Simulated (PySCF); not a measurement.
Ligand exchange on a metal centre used in film growth or etching (Y Cl-F). Gas-phase values, no solvent.

Calculation: PBE-D3(BJ)/def2-TZVP // r2SCAN-D4/def2-SVP (PySCF). 

```csv
species,LUMO (eV),charge on the central atom (Mulliken) (e)
0 of 3 Cl replaced by F ([Y(Cl)3]),-3.69,1.16
1 of 3 Cl replaced by F ([Y(Cl)2(F)]),-3.54,1.26
2 of 3 Cl replaced by F,-3.36,1.35
3 of 3 Cl replaced by F ([Y(F)3]),-3.15,1.43
```
